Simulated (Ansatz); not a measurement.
CH$_{5}$GaS$_{2}$, SMILES `[SH][Ga]([CH3])[SH]` (S–Ga–S–H torsion -180°, S–Ga–S–H torsion 180°) with one electron removed (charge 1, multiplicity 2), frozen-core CCSD(T)/cc-pVTZ // B3LYP-D3(BJ)/def2-TZVP (Ansatz, a quantum-chemistry and plane-wave program). The run hit its time limit unfinished.

Ansatz 0.2 input:
```yaml
crystal:
  periodic: [false, false, false]
  atoms:
    - { symbol: C, position_ang: [-1.240713, -0.072632, -0.321888] }
    - { symbol: Ga, position_ang: [0.666551, 0.038127, 0.162396] }
    - { symbol: S, position_ang: [1.865004, -1.678034, 0.902481] }
    - { symbol: S, position_ang: [1.853354, 1.912016, 0.05575] }
    - { symbol: H, position_ang: [-1.446099, 0.547455, -1.194058] }
    - { symbol: H, position_ang: [-1.843103, 0.293051, 0.511216] }
    - { symbol: H, position_ang: [-1.526798, -1.101603, -0.535252] }
    - { symbol: H, position_ang: [0.844554, -2.548829, 0.818427] }
    - { symbol: H, position_ang: [0.826779, 2.646348, -0.40656] }
basis:
  gaussian: { orbitals: cc-pVTZ }
correlation:
  method: ccsd_t
total_charge: 1
magnetization:
  spin_polarized: true
  initial_magnetization: 1
```

The last lines of the output:

```
mean field evaluation 192: about -75066.8882 eV, gradient 1.8e1 eV
mean field evaluation 224: about -75073.7629 eV, gradient 8.4e-1 eV
mean field evaluation 256: about -75073.6180 eV, gradient 1.4e-3 eV
mean field evaluation 288: about -75069.5649 eV, gradient 1.2e0 eV
mean field evaluation 320: about -75073.8027 eV, gradient 6.6e-3 eV
mean field evaluation 352: about -75073.3640 eV, gradient 4.8e-2 eV
mean field evaluation 384: about -75073.3541 eV, gradient 8.0e-2 eV
mean field -75074.88628970 eV, -2758.9511835609 hartree, gradient 2.0e-6 eV, S^2 0.764674; 14 other end points of the search recorded, 0 dependent functions left out
determinant -75074.88628970 eV, -2758.9511835609 hartree, with singles and doubles -75094.29919191 eV, -2759.6645945585 hartree
determinant -75074.88064877 eV, -2758.9509762606 hartree, with singles and doubles -75094.29413397 eV, -2759.6644086826 hartree
determinant -75074.56647756 eV, -2758.9394306816 hartree, with singles and doubles -75094.35764769 eV, -2759.6667427689 hartree
determinant -75073.80924863 eV, -2758.9116030316 hartree, with singles and doubles -75093.28759584 eV, -2759.6274190887 hartree
determinant -75073.80850152 eV, -2758.9115755756 hartree, with singles and doubles -75093.28836789 eV, -2759.6274474610 hartree
determinant -75073.80267839 eV, -2758.9113615797 hartree, with singles and doubles -75093.31073955 eV, -2759.6282696043 hartree
determinant -75073.61795996 eV, -2758.9045733026 hartree, with singles and doubles -75093.45412075 eV, -2759.6335387662 hartree
determinant -75073.36396386 eV, -2758.8952391180 hartree, with singles and doubles -75092.95103985 eV, -2759.6150508843 hartree
determinant -75074.88628970 eV, -2758.9511835609 hartree, with singles and doubles -75094.12939604 eV, -2759.6583546752 hartree
determinant -75074.88064877 eV, -2758.9509762606 hartree, with singles and doubles -75094.12423914 eV, -2759.6581651630 hartree
determinant -75074.56647756 eV, -2758.9394306816 hartree, with singles and doubles -75094.18580827 eV, -2759.6604277866 hartree
determinant -75074.88628970 eV, -2758.9511835609 hartree, with singles and doubles -75094.17443913 eV, -2759.6600099785 hartree
determinant -75074.88064877 eV, -2758.9509762606 hartree, with singles and doubles -75094.17070470 eV, -2759.6598727408 hartree
determinant -75074.56647756 eV, -2758.9394306816 hartree, with singles and doubles -75094.18692990 eV, -2759.6604690058 hartree
```
